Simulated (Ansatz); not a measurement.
A run for Ansatz (an electronic-structure program): R-B3LYP/def2-TZVPP on CH4 (SMILES C).

Ansatz 0.2 input:
```yaml
crystal:
  periodic: [false, false, false]
  atoms:
    - {symbol: C, position_ang: [-0.00000087, -0.00000019, -0.00000072]}
    - {symbol: H, position_ang: [-0.71147049, -0.28402171, -0.77428835]}
    - {symbol: H, position_ang: [0.11589785, 1.08300416, 0.00698060]}
    - {symbol: H, position_ang: [-0.36736806, -0.33208942, 0.97012181]}
    - {symbol: H, position_ang: [0.96294157, -0.46689284, -0.20281334]}
basis:
  gaussian:
    orbitals: def2-TZVPP
hamiltonian:
  xc: {name: B3LYP}
scf: {lower_state_search: off}
```

Question: What total energy does the run end on?

Answer: -40.5391 hartree.
